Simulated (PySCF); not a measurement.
2H-1,3-oxazine (C4H5NO), SMILES C1=COCN=C1.

Geometry: B3LYP-D3(BJ)/def2-SVP. The geometry has at least one imaginary mode, so it is a saddle point at that level. Other conformers were not sampled.

All values below come from B3LYP-D3(BJ)/def2-SVP (PySCF).

Harmonic, unscaled wavenumbers; measured fundamentals usually lie a few per cent lower.

```csv
mode,ν (cm⁻¹),IR (km/mol),Raman (Å⁴/amu),depolarisation,moving atoms (share of kinetic energy)
1,125i,6.5,0.1,0.75,"H 36 %, C 32 %, O 23 %, N 8 %"
2,341,1.4,4.2,0.75,"C 36 %, H 24 %, N 23 %, O 17 %"
3,560,7.9,5.2,0.75,"C 43 %, O 43 %, N 8 %"
4,565,18.5,0.2,0.75,"C 49 %, H 39 %, N 10 %"
5,610,6.1,5.4,0.71,"C 46 %, N 39 %, O 10 %"
6,753,26.6,2.0,0.75,"H 81 %, C 16 %"
7,826,39.3,11.0,0.25,"C 64 %, O 28 %, H 9 %"
8,946,15.1,2.9,0.27,"C 52 %, N 32 %, H 11 %"
9,954,0.6,4.1,0.75,"H 62 %, C 36 %"
10,978,0.6,2.2,0.75,"H 72 %, C 27 %"
11,1011,42.0,5.0,0.10,"C 69 %, H 24 %"
12,1057,32.0,1.1,0.26,"C 63 %, H 19 %, O 13 %"
13,1089,10.9,0.4,0.75,"H 60 %, C 31 %"
14,1091,26.3,6.1,0.65,"H 59 %, C 23 %, O 14 %"
15,1245,64.6,15.7,0.45,"H 66 %, C 24 %, O 10 %"
16,1275,0.0,7.7,0.75,H 97 %
17,1374,0.3,0.4,0.54,"H 84 %, C 9 %"
18,1405,22.0,15.0,0.45,"H 68 %, C 17 %, N 11 %"
19,1462,61.0,5.5,0.16,"H 48 %, C 43 %, O 9 %"
20,1487,0.8,28.0,0.54,"H 87 %, C 10 %"
21,1649,123.6,52.3,0.19,"C 78 %, H 12 %, N 8 %"
22,1755,141.8,7.8,0.48,"C 60 %, N 33 %"
23,3016,83.5,218.6,0.13,H 95 %
24,3054,34.3,152.9,0.75,"H 90 %, C 10 %"
25,3110,34.6,149.7,0.29,"H 92 %, C 8 %"
26,3183,8.2,119.9,0.36,"H 91 %, C 9 %"
27,3237,2.6,122.0,0.21,"H 91 %, C 9 %"
```
